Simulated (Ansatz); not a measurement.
Coupled-cluster diagnostics for the cluster Li2Al3⁻, Ansatz.

Geometry of the singlet (PBE-D4/def2-TZVPD):

Cartesian coordinates in Å:
```
Li -0.578 -0.153 1.154
Li -2.974 0.421 -0.986
Al 1.853 -0.056 -0.542
Al -0.398 0.299 -1.523
Al 2.096 -0.512 1.897
```

Correlated methods freeze 15 core orbitals; core or outer-core shells of Li are correlated, in sets that lack core-valence functions. Another isomer (triplet) lies 0.86 eV lower at PBE0-D4/def2-TZVPD; other spin states weren't run for this one.

(1) Estimate the CCSD(T) correlation energy, the shares of MP2 and (T), T1 and the reference's ⟨S²⟩ for: charge -1, singlet, own geometry in def2-TZVPPD; and the rough time on 4 threads of Arm Neoverse N1 on a shared host.

Answers

(1) 
```tsv
state	basis	correlation (eV)	MP2 share (%)	(T) share (%)	T1	⟨S²⟩ (pure)	wall time	remarks
charge -1, singlet, own geometry	def2-TZVPPD	-11.179	85.6	9.6	0.064	0.00 (0.00)	76 s	large T1, restricted SCF unstable
```
Customary marks for T1 are 0.02 (closed shells), 0.045 (open shells) and about 0.05 (3d metals). T1 exceeds 0.02 in 1 of 1 rows and 0.045 in 1; the higher it lies, the less the single-reference result can be trusted.
